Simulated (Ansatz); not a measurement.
Reaction (ligand exchange at the Al–N bond): `[AlH2][NH][SiH2][SiH3]` + `C/N=C/[SeH]` → `C/N=C\[Se][AlH2]` + `N[SiH2][SiH3]`

Computed with Ansatz on PBE0-D4/def2-TZVP structures; ΔE is electronic, products minus reactants. CCSD(T)/CBS is the MP2 limit (def2-TZVPP, def2-QZVPP) plus CCSD(T) − MP2 in def2-TZVPP, frozen cores. This one scheme is used for every species. Double bonds are as drawn, so ΔE can hold a change between cis and trans. Functionals use def2-TZVPP. B3LYP here is the variant with VWN-RPA as its local correlation; programs differ in this. For Se outer-core shells are correlated without core-valence functions, which leaves a few kJ/mol of doubt a bond. Scalar relativity is left out up to krypton. Each species was taken in one conformer, which may not be the lowest.

```
             level  ΔE (kJ/mol)  difference from CCSD(T)/CBS
           PBE0-D4        -18.1                         -3.6
          B3LYP-D4         -9.7                          4.8
           ωB97M-V         -9.3                          5.2
            r2SCAN        -14.2                          0.3
             B3LYP         -5.8                          8.7
     HF/def2-TZVPP         -2.4                         12.1
SCS-MP2/def2-TZVPP         -5.8                          8.7
   CCSD/def2-TZVPP         -5.6                          8.9
    MP2/def2-QZVPP        -13.9                          0.6
SCS-MP2/def2-QZVPP         -8.6                          5.9
       CCSD(T)/CBS        -14.5                            0
```

Largest T1 diagnostic among the species: 0.013.

In def2-TZVPP, CCSD(T) changes the Hartree–Fock value by −5.8 kJ/mol (the triples alone add −2.6 kJ/mol) and MP2 by −8.6 kJ/mol. The D4 term adds −3.9 kJ/mol with B3LYP and −2.0 kJ/mol with PBE0; it sums over pairs of atoms, weighted by their polarisabilities, and B3LYP, whose exchange is more repulsive, gets the larger term.
